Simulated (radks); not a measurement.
Nd4+, 56 electrons, occupied as [Xe] 4f2.

All-electron calculation, Dirac Kohn-Sham, BLYP, spin-unpolarised, spherical densities, point nucleus; open shells fill j = l - 1/2 first. Program: a radial shooting solver on a logarithmic mesh with Libxc functionals.

Energy parts (eV):
| part | energy |
|---|---|
| total | -261985.19 |
| kinetic | 282594.95 |
| electron-nucleus | -637326.26 |
| Hartree | 98790.60 |
| exchange-correlation | -6044.48 |

Orbitals (lengths in bohr, moments of r in powers of bohr; r(90%) holds 90 % of the orbital's charge):
orbital  occ.  eigenvalue (eV)  r(90%)      <r^2>
1s1/2       2        -43418.89  0.0426  0.0007597
2s1/2       2        -7062.903   0.156    0.01197
2p1/2       2        -6684.520   0.139   0.008751
2p3/2       4        -6164.342   0.147    0.01000
3s1/2       2        -1574.218   0.391    0.08098
3p1/2       2        -1412.707   0.384    0.07601
3p3/2       4        -1308.925   0.402    0.08337
3d3/2       4        -1027.607   0.375    0.06764
3d5/2       6        -1005.187   0.380    0.06971
4s1/2       2        -354.1090   0.868     0.4128
4p1/2       2        -293.0068   0.902     0.4377
4p3/2       4        -270.1545   0.941     0.4771
4d3/2       4        -169.5328    1.04     0.5552
4d5/2       6        -165.4404    1.05     0.5705
4f5/2       2         -49.7639    1.49      1.006
4f7/2       0         -49.2485    1.50      1.022
5s1/2       2         -82.7199    1.99      2.188
5p1/2       2         -64.9275    2.21      2.648
5p3/2       4         -61.1496    2.31      2.888
5d3/2       0         -36.3691    3.03      4.818
5d5/2       0         -35.9108    3.07      4.936
6s1/2       0         -30.7039    4.21      10.06
6p1/2       0         -25.5254    4.69      12.45
6p3/2       0         -24.6431    4.84      13.24

The highest occupied level is 4f5/2 at -49.764 eV. The density falls to 0.001 e/bohr^3 at r = 3.24 bohr.
